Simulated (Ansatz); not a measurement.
Mulliken charges of ClF3HOTa (`[OH][Ta]([F])([F])([F])[Cl]`) from r2SCAN/def2-TZVPP in Ansatz (PBE0-D4/def2-TZVP geometry).

| atom | x (Å) | y (Å) | z (Å) | charge (e) |
| --- | --- | --- | --- | --- |
| O1 | 0.072 | -1.321 | 0.712 | -0.399 |
| Ta2 | 0.003 | 0.288 | -0.231 | 1.261 |
| F3 | 1.766 | 0.077 | -0.774 | -0.272 |
| F4 | -1.454 | -0.317 | -1.211 | -0.272 |
| F5 | -0.040 | 1.829 | -1.312 | -0.314 |
| Cl6 | -0.405 | 1.550 | 1.635 | -0.211 |
| H7 | 0.119 | -2.174 | 1.135 | 0.206 |

Task: By hand: the dipole of these point charges (1 e Å = 4.8032 D).

Result: Σ q r = (0.013, -0.394, 0.265) e Å, of length 0.475 e Å = 2.28 D.

Task: How does the dipole of the full density compare? (Estimate.)

Result: Ansatz gave: (0.021, -0.579, 0.365) e Å, 3.29 D; the point charges give 0.69 times that, at 2° from its direction.

Point charges leave out the atoms' own dipoles, such as those of lone pairs, and Mulliken's split depends on the basis, so the two needn't agree.
